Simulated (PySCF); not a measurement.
## Electron correlation in Zr (zirconium, neutral)

[Kr] 4d2 5s1 5p1, one real determinant (an excited configuration). Calculation: PySCF 2.14, in x2c-TZVPPall with one added diffuse shell each of s, p, d, f type (9s7p7d3f1g, 95 functions); scalar relativity by spin-free X2C-1e. Frozen: [Kr]; 4 electrons correlated.

MP2 pair energies summed by pair of shells (mhartree):

| pair | energy | share (%) |
| --- | --- | --- |
| 4d-5s | -6.29 | 38.6 |
| 4d-5p | -4.58 | 28.1 |
| 4d-4d | -3.77 | 23.1 |
| 5s-5p | -1.67 | 10.3 |

Total MP2 correlation energy: -16.30 mhartree.

Same-spin part -16.30 and opposite-spin part 0.00 mhartree; SCS-MP2 scales them by 1/3 and 6/5 to -5.43 mhartree.

The reference is one real determinant that mixes LS terms of this configuration.
